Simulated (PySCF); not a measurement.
Se(OH)2 (H2O2Se), SMILES [Se](O)O. Coordinates come from a B3LYP-D3(BJ)/def2-TZVP optimisation. Other conformers were not sampled.

Method: B3LYP-D3(BJ)/def2-TZVP (PySCF).

Harmonic wavenumbers (cm⁻¹): 266, 413, 493, 641, 673, 1091, 1096, 3772, 3772. Rotational constants (GHz): 15.17, 7.319, 5.092; symmetry number 1.

**Question.** Work out the zero-point energy and the ideal-gas rigid-rotor harmonic-oscillator thermochemistry at 298.15 K and 1 atm.

**Answer.** ZPE = ½ Σ hcν = ½ × 12217 cm⁻¹ = 73.08 kJ/mol. H − E(el) = 86.42 kJ/mol. Entropy in J/(mol K): translation 167.70, rotation 99.82, vibration 17.00, total 284.52. G − E(el) = 1.59 kJ/mol. Cp = 61.88 J/(mol K).
